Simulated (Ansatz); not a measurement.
Total energies of TiO4H4 from Ansatz at PBE0-D4/def2-TZVP, gas phase (1 Eh = 27.2114 eV = 2625.5 kJ/mol). The reference geometry is relaxed at PBE-D4/def2-SVP.

```xyz
9

Ti    0.153   -0.101   -0.264
O     0.605    1.766    0.790
O     0.593   -1.778   -0.575
O     1.076    0.461    1.266
O    -1.613    0.145    0.004
H    -0.187    1.918    1.360
H     0.601    0.662   -1.733
H    -2.339   -0.483   -0.153
H     1.110   -2.590   -0.696
```

```csv
state,geometry,energy (Eh)
charge 0 singlet,reference,-1152.43453
charge 1 doublet,reference,-1152.06045
charge 1 doublet,relaxed at PBE-D4/def2-SVP,-1152.09279
free Ti atom (triplet),–,-849.14317
free O atom (triplet),–,-75.01860
free H atom (doublet),–,-0.50104
```

The structure holds one bond between oxygen atoms, so isomers without such links may lie far lower.

Problem. Work out the vertical ionisation energy to the doublet.

Solution. E(charge 1 doublet) − E(charge 0 singlet) = -1152.06045 − (-1152.43453) = 0.37408 Eh = 10.18 eV. For comparison, −ε of the highest occupied level is 7.98 eV at this level, 2.20 eV less.

Problem. How much does the charge 1 doublet relax, and what is the adiabatic ionisation energy?

Solution. Relaxation: -1152.06045 − (-1152.09279) = 0.03234 Eh = 0.88 eV. Adiabatic ionisation energy: 0.34174 Eh = 9.30 eV, without zero-point energy. 

Problem. What is the binding energy per atom against free atoms?

Solution. Atoms: 1 × (-849.14317) + 4 × (-75.01860) + 4 × (-0.50104) = -1151.22173 Eh. Binding: -1151.22173 − (-1152.43453) = 1.21280 Eh = 33.00 eV, or 3.67 eV for each of 9 atoms (no zero-point energy, no counterpoise term).

The structure comes from a short search, and lower isomers may exist.
